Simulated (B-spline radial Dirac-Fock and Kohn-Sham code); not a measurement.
ΔSCF core binding energies without Breit or QED terms, calculated with a B-spline atomic structure program.

A sound run for ruthenium as Ru⁺, configuration [Kr] 4d7: The ground state converged in 11 iterations, with total energy -4529.05095 Ha, virial ratio 1.96080 and highest orbital energy -17.66 eV. ΔSCF binding energies: K (1s) 22197.0 eV, L3 (2p3/2) 2859.9 eV, M5 (3d5/2) 296.0 eV.

A second run, with one unsound setting: The ground state had not converged after 61 iterations, with total energy -4529.03767 Ha, virial ratio 1.96022 and highest orbital energy -16.21 eV. ΔSCF binding energies: K (1s) 22197.2 eV, L3 (2p3/2) 2860.2 eV, M5 (3d5/2) 296.2 eV (not all states converged, so these are not final).

```
iter   energy (Ha)        error
   1    -4522.24903560  1.54e+00
   2    -4526.16213087  3.54e-01
   3    -4526.38796725  3.38e-01
   4    -4526.59701129  3.22e-01
   5    -4526.79045935  3.07e-01
   6    -4526.96942378  2.93e-01
   7    -4527.13493905  2.79e-01
   8    -4527.28796736  2.66e-01
   9    -4527.42940380  2.53e-01
  17    -4528.23234325  1.69e-01
  25    -4528.64838019  1.14e-01
  33    -4528.85773992  7.92e-02
  41    -4528.96002924  5.37e-02
  49    -4529.00871596  3.58e-02
  57    -4529.03143076  2.35e-02
  61    -4529.03767088  1.89e-02
```

Problem. Which fault fits the second run best?
A. mesh too coarse
B. box too small
C. speed of light below Z
D. damping too heavy

Solution. D. The input had damp = 0.97; ndamp = 100: damp is so close to 1 that the orbitals hardly move in each step.
